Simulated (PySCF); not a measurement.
# Energy of Ge(2+) (germanium, charge +2) between two integer charges

The 4s beta orbital of [Ar] 3d10 4s2 is emptied in steps (occupation f), with all orbitals relaxed, ending at [Ar] 3d10 4s1. Calculation: PySCF 2.14, in def2-SVP; no relativity, point nucleus. The exact energy is a straight line in f; departures are measured from the line between the end points of the same method.

| f | UHF (eV) | LDA (eV) | PBE (eV) | PBE0 (eV) | r2SCAN (eV) | LC-wPBE (eV) | BHandHLYP (eV) | wB97X (eV) | B3LYP (eV) | r2SCAN0 (eV) |
| --- | --- | --- | --- | --- | --- | --- | --- | --- | --- | --- |
| 1 | 0.000 | 0.000 | 0.000 | 0.000 | 0.000 | 0.000 | 0.000 | 0.000 | 0.000 | 0.000 |
| 0.75 | 0.036 | -0.950 | -0.949 | -0.696 | -0.818 | -0.138 | -0.490 | -0.237 | -0.775 | -0.608 |
| 0.5 | 0.046 | -1.260 | -1.266 | -0.928 | -1.073 | -0.186 | -0.662 | -0.288 | -1.037 | -0.797 |
| 0.25 | 0.033 | -0.939 | -0.949 | -0.694 | -0.795 | -0.150 | -0.507 | -0.168 | -0.783 | -0.592 |
| 0 | 0.000 | 0.000 | 0.000 | 0.000 | 0.000 | 0.000 | 0.000 | 0.000 | 0.000 | 0.000 |

```csv
method,E(f=0) − E(f=1) (eV),−ε at f=1 (eV),−ε at f=0.5 (eV)
UHF,31.743,31.941,31.736
LDA,34.320,29.239,34.349
PBE,33.916,28.864,33.911
PBE0,33.568,29.858,33.570
r2SCAN,33.569,29.147,33.639
LC-wPBE,33.560,32.810,33.527
BHandHLYP,33.483,30.891,33.441
wB97X,33.841,32.524,33.999
B3LYP,34.005,29.882,33.985
r2SCAN0,33.382,30.096,33.429
```

Orbital energy along the path (eV):

```csv
f,UHF,LDA,PBE,PBE0,r2SCAN,LC-wPBE,BHandHLYP,wB97X,B3LYP,r2SCAN0
1,-31.941,-29.239,-28.864,-29.858,-29.147,-32.810,-30.891,-32.524,-29.882,-30.096
0.75,-31.833,-31.801,-31.382,-31.713,-31.436,-33.197,-32.156,-33.265,-31.928,-31.797
0.5,-31.736,-34.349,-33.911,-33.570,-33.639,-33.527,-33.441,-33.999,-33.985,-33.429
0.25,-31.649,-36.853,-36.462,-35.436,-35.721,-33.908,-34.780,-34.609,-36.066,-34.979
0,-31.571,-39.274,-38.834,-37.132,-37.722,-34.407,-36.277,-33.043,-38.219,-36.493
```

As f goes to zero the orbital energy of a semilocal functional can turn back, because the density of that orbital vanishes from the exchange-correlation potential.

Reference removal energy between the ground levels: 34.058 eV (measured; NIST Atomic Spectra Database, ionization energies). UHF lacks correlation.
